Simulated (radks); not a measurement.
Spherical jellium clusters: N electrons in a uniform positive sphere of charge N and radius rs N^(1/3), rs = 2.97 bohr. Level of theory: non-relativistic Kohn-Sham, LDA (Slater exchange, Perdew-Wang correlation), spin-polarised, spherical densities (a radial shooting solver with Libxc functionals). Levels are named by radial order and angular momentum (1s, 1p, 1d, 2s, ...), and open shells are averaged over m. Each electron was tried in the lowest free levels, single moves between levels near the top were tried too, and the lowest total energy was kept; such a search can miss a lower state. Energies include the self-energy of the background; IP and EA are vertical (highest electron removed, lowest free level filled), at fixed background; spill-out counts the electrons outside the background radius R, and alpha is the static dipole polarisability from linear response (closed shells only). A dash means not computed or, for alpha, an open shell; in EA it means that no bound solution was reached, which is typical of self-interaction and does not show that the anion is unstable. Real open-shell clusters deform, which this model forbids.

N,open shells,2S,E/N (eV),E(N+1) + E(N-1) - 2E(N) (eV),IP (eV),EA (eV)
1,"1s(up 1, down 0)",1,-0.826,-,-,-
2,none,0,-1.481,1.755,6.590,-
3,"1p(up 1, down 0)",1,-1.114,-0.855,4.328,-
4,"1p(up 2, down 0)",2,-1.145,-0.691,5.167,-
5,"1p(up 3, down 0)",3,-1.301,0.335,5.669,-
6,"1p(up 3, down 1)",2,-1.350,-0.561,5.147,-
7,"1p(up 3, down 2)",1,-1.464,-0.420,5.600,1.933
8,none,0,-1.603,2.000,5.905,-
9,"1d(up 1, down 0)",1,-1.489,-0.383,3.799,-
10,"1d(up 2, down 0)",2,-1.435,-0.345,4.197,-
11,"1d(up 3, down 0)",3,-1.423,-0.306,4.513,-
12,"1d(up 4, down 0)",4,-1.438,-0.269,4.771,1.597
13,"1d(up 5, down 0)",5,-1.472,0.426,4.984,-
14,"1d(up 5, down 0) 2s(up 1, down 0)",6,-1.470,-0.261,4.501,1.494
15,"1d(up 5, down 2)",3,-1.486,-0.250,4.738,1.748
16,"1d(up 5, down 3)",2,-1.516,-0.213,4.942,1.966
17,"1d(up 5, down 4)",1,-1.555,-0.188,5.114,2.157
18,none,0,-1.600,0.257,5.261,1.975
19,"2s(up 1, down 0)",1,-1.626,0.215,4.964,1.861
20,none,0,-1.640,1.009,4.763,-
21,"1f(up 1, down 0)",1,-1.604,-0.196,3.793,-
22,"1f(up 2, down 0)",2,-1.580,-0.182,3.973,-
23,"1f(up 3, down 0)",3,-1.566,-0.169,4.133,1.461
24,"1f(up 4, down 0)",4,-1.560,-0.157,4.276,1.618
25,"1f(up 5, down 0)",5,-1.561,-0.146,4.406,1.763
26,"1f(up 6, down 0)",6,-1.567,-0.136,4.524,1.895
27,"1f(up 7, down 0)",7,-1.579,0.397,4.631,1.510
28,"1f(up 7, down 1)",6,-1.575,-,4.206,1.665

All shells are closed at N = 2, 8, 18, 20 (there: 1s2 1p6 1d10 2s2); the second difference of the energy has clear peaks (12 % above both neighbours; the first and last values, which can be the largest, are not judged, and half-filled shells can peak too) at N = 5, 8, 13, 18, 20.
